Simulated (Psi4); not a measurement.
Psi4 input (wB97X-D/6-311+G**):

```
memory 1500 MB

molecule {
-1 1
C    -2.23299100   -0.22622800    0.03777100
C    -1.03161000   -0.61937300   -0.40643700
C     0.09257600    0.23173100   -0.81754500
Si    1.47924300    0.37358900    0.65305300
H    -2.50120700    0.82464400    0.08241300
H    -2.96858300   -0.93643300    0.39812100
H    -0.81527300   -1.68708400   -0.39226900
H     0.60188100   -0.19532900   -1.68422600
H    -0.24462000    1.24265800   -1.06391000
H     2.70467800    0.34761800   -0.29340700
H     1.54587500   -1.14310100    0.92779200
symmetry c1
no_reorient
no_com
}

set {
  basis 6-311+G**
  reference rks
  scf_type df
  df_basis_scf def2-universal-jkfit
  dft_radial_points 99
  dft_spherical_points 590
  e_convergence 1e-8
  d_convergence 1e-7
  maxiter 150
}

e = energy('wb97x-d')
print_out(f'\nFINAL {e:.10f} DIPOLE {variable("CURRENT DIPOLE")[0]:.6f} {variable("CURRENT DIPOLE")[1]:.6f} {variable("CURRENT DIPOLE")[2]:.6f}\n')
```

From the output:

```
      57A      0.766880    58A      0.786079    59A      0.802532
      60A      0.826064    61A      0.837962    62A      0.867650
      63A      0.884245    64A      0.898029    65A      0.930736
      66A      0.953973    67A      0.971696    68A      0.996503
      69A      1.015099    70A      1.036457    71A      1.097559
      72A      1.116050    73A      1.134261    74A      1.162420
      75A      1.250141    76A      1.281491    77A      1.325873
      78A      1.369099    79A      1.464464    80A      1.531703
      81A      1.546086    82A      1.594725    83A      1.642396
      84A      1.691437    85A      1.705279    86A      1.726162
      87A      1.740598    88A      1.791272    89A      1.797601
      90A      1.831804    91A      1.865068    92A      1.887807
      93A      1.905036    94A      1.909285    95A      1.974513
      96A      2.014606    97A      2.033590    98A      2.089382
      99A      2.108557   100A      2.224151   101A      2.232529
     102A      2.269793   103A      2.328325   104A      2.357609
     105A      2.382486   106A      2.428915   107A      2.472809
     108A      2.532268   109A      2.578586   110A      2.696464
     111A      2.779219   112A      2.785333   113A      2.802397
     114A      2.837202   115A      2.863850   116A      2.917265
     117A      2.948316   118A      2.995536   119A      3.019848
     120A      3.061301   121A      3.119760   122A      3.178531
     123A      3.311194   124A      3.349668   125A      3.530483
     126A      3.752849   127A      3.976399   128A      4.073773
     129A      4.218087   130A      4.538548   131A      5.936798
     132A     11.725142   133A     11.732884   134A     11.752412
     135A     24.025253   136A     24.224040   137A     24.526495
     138A    141.440661

    Final Occupation by Irrep:
              A
    DOCC [    20 ]
    NA   [    20 ]
    NB   [    20 ]

  @DF-RKS Final Energy:  -407.98702804240713

   => Energetics <=

    Nuclear Repulsion Energy =            141.8350609966743718
    One-Electron Energy =                -848.1155156587037709
    Two-Electron Energy =                 326.3007455847876486
    DFT Exchange-Correlation Energy =     -28.0032569941949667
    Empirical Dispersion Energy =          -0.0040619709705117
    VV10 Nonlocal Energy =                  0.0000000000000000
    Total Energy =                       -407.9870280424071325

Computation Completed

Properties will be evaluated at   0.000000,   0.000000,   0.000000 [a0]

Properties computed using the SCF density matrix

 Multipole Moments:

 ------------------------------------------------------------------------------------
     Multipole            Electronic (a.u.)      Nuclear  (a.u.)        Total (a.u.)
 ------------------------------------------------------------------------------------

 L = 1.  Multiply by 2.5417464519 to convert [e a0] to [Debye]
 Dipole X            :         -1.7846469            0.0000057           -1.7846412
 Dipole Y            :         -0.5825419           -0.0000019           -0.5825438
 Dipole Z            :         -1.2053253           -0.0000189           -1.2053442
 Magnitude           :                                                    2.2309541

 ------------------------------------------------------------------------------------

FINAL -407.9870280424 DIPOLE -1.784641 -0.582544 -1.205344

*** Psi4 exiting successfully. Buy a developer a beer!
```

The dipole moment of an ion depends on the origin.

The geometry given is a B3LYP-D3(BJ)/def2-TZVP minimum.
